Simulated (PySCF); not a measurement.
Löwdin shares of the frontier orbitals

C5H3NOS.
Bonds: N1–C2 (triple), C2–S3, S3–C4, C4–C5 (aromatic), C5–C6 (aromatic), C6–C7 (aromatic), C7–O8 (aromatic), C4–O8 (aromatic). Hydrogens: H9 on C5; H10 on C6; H11 on C7.

Method used: TDDFT CAM-B3LYP/def2-SVPD, vertical, gas phase, core orbitals frozen in the response in PySCF 2.14.0, density-fitted response routines. Isolated species at its GFN2-xTB geometry (one conformer only). Torsions of this conformer, `[N:1]#[C:2][S:3][c:4]1[cH:5][cH:6][cH:7][o:8]1`: C2–S3–C4–C5 83°.

Kohn–Sham orbitals with the atoms that hold most of them (Löwdin shares over 4%, at most four atoms; ? is withheld):

```tsv
orbital	ε (eV)	atoms
HOMO-3	-11.26	N1 39%, C2 32%, S3 18%, C4 6%
HOMO-2	-10.31	C5 28%, C6 26%, O8 24%, C4 8%
HOMO-1	-9.45	?
HOMO	?	C4 26%, C7 25%, C6 14%, C5 12%
LUMO	0.05	?
LUMO+1	0.44	S3 46%, C2 18%, N1 16%, C4 12%
LUMO+2	0.98	S3 48%, C2 15%, C4 9%, C5 8%
```

Question: Which atoms hold the HOMO-1, and with what shares?

Answer: S3 (bonded to 2 C) 50%; N1 (bonded to C) 20%; C2 (bonded to N and S) 16%; C4 (bonded to C, O and S) 6%. By element: sulfur 50%, carbon 23% or more, nitrogen 20%.

Question: Which atoms hold the LUMO, and with what shares?

Answer: C4 (bonded to C, O and S) 18%; C5 (bonded to 2 C and H) 15%; C7 (bonded to C, O and H) 15%; O8 (bonded to 2 C) 14%. By element: carbon 48% or more, oxygen 14%.

Question: What is the HOMO energy, and the HOMO–LUMO gap?

Answer: ε(HOMO) = -8.73 eV; the gap is 8.79 eV (0.3229 hartree).

Question: The HOMO–LUMO gap is 8.79 eV. Where does the response calculation put the lowest singlet, and from which orbitals?

Answer: S1 is at 5.60 eV (f = 0.0010), 3.19 eV below the gap, made of HOMO-1→LUMO+1 (71%), HOMO→LUMO+1 (20%). Its leading pair isn't HOMO and LUMO; the energies of that pair differ by 9.89 eV. Without the coupling terms of the response equations the lowest excitation would equal the gap.

Question: Give energy, strength and leading configuration of S1, S2, S3 and S4, and follow the Löwdin shares of the leading atoms from the occupied to the empty orbital.

Answer: 
- S1 (5.60 eV, f 0.0010), HOMO-1→LUMO+1 (71%): S3 50% → 46%, N1 20% → 16%, C2 16% → 18%
- S2 (5.81 eV, f 0.196), HOMO→LUMO (79%): C4 26% → 18%, C7 25% → 15%, C5 12% → 15%
- S3 (6.08 eV, f 0.082), HOMO-1→LUMO (74%): S3 50% → at most 15%, N1 20% → at most 15%, C4 6% → 18%, C5 at most 7% → 15%
- S4 (6.17 eV, f 0.010), HOMO→LUMO+1 (70%): C4 26% → 12%, C7 25% → at most 9%, S3 at most 12% → 46%, C2 at most 12% → 18%

Löwdin shares depend on the basis, the more so with diffuse functions.
